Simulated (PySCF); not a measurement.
# Checking a proposed structure

A compound C₅H₉ClO₂Si gives the data below (simulated from a calculation) and was assigned the structure `COC(=O)[SiH2]C/C=C\Cl`.

¹³C{¹H} NMR (computed): δ 194.6 (CH), 177.4 (CH), 126.2 (C), 59.8 (CH), 33.4 (CH3).

¹H NMR (600 MHz, computed): δ 9.01 (s, 1H), 7.66 (s, 1H), 5.43 (s, 3H), 4.51 (q, 1H), 1.60 (d, 3H).

Rapidly exchanging positions averaged, relativity neglected, gas phase, one conformer. σ from GIAO-PBE0/pcSseg-1; geometry: GFN2-xTB; PySCF.

Shifts are taken against calculated references (same method and geometry level): ¹H (σ = 31.72 ppm), ¹³C (σ = 186.93 ppm) vs TMS.

(1) Compare with the shifts computed for the proposed structure, pairing carbons in order of shift.

(2) Which isomer fits?

## Answers

(1) Structure with atom numbers: `[CH3:1][O:2][C:3](=[O:4])[SiH2:5][CH2:6]/[CH:7]=[CH:8]\[Cl:9]`. Each H is labelled by its parent atom.

```csv
atom,computed for proposal,given list,difference
C3,186.3,194.6,-8.3
C7,133.5,177.4,-43.9
C8,132.2,126.2,+6.0
C1,50.0,59.8,-9.8
C6,15.2,33.4,-18.2
```

The rms difference is 22.2 ppm and the largest -43.9 ppm at C7 (alkene CH). The carbon types in order of shift don't match either: C, CH, CH, CH3, CH2 for the proposal against CH, CH, C, CH, CH3 in the data. The proposal doesn't fit.

(2) SMILES C[C@@H](Cl)/C(C=O)=C/O[SiH3].

Carbon types of the structure: 1 × C, 3 × CH, 1 × CH3, leaving 3 H on heteroatoms. δC 194.6: aldehyde carbonyl carbon; low-lying n→π* states of the double bond to the heteroatom give a large paramagnetic term (-252 ppm). δC 177.4: alkene carbon bearing oxygen; an sp2 carbon further deshielded by the attached heteroatom. δC 126.2: β carbon of an enol-ether or enamine type C=C. δH 9.01: hydrogen on an aldehyde carbonyl carbon; the C=O anisotropy and electron withdrawal place aldehyde protons far downfield.

Other isomers checked: CC(=O)CC(=O)[SiH2]CCl (rms 41.2 ppm); C=C[C@@H]1COC[Si@@H](Cl)O1 (rms 41.8 ppm).

The shifts were computed for this structure.

Carbons that carry Cl, above all several Cl atoms, come out too deshielded, partly because spin–orbit coupling is missing. Shifts are as computed. Against solution values, carbons near 30 ppm lie about +3 ppm off and those near 130 ppm about +5 ppm; carbons on Cl a further +6 ppm. Of 1309 compounds with measured shifts, 239 miss one by over three times the rms of a fit or turn the order of signals round; such compounds aren't used in these exercises. No couplings were computed; multiplicities are counted from neighbouring protons, with m where these are inequivalent, close in shift, in a saturated or five-membered ring or joined by F or P, and br s for small geminal =CH2 splittings.
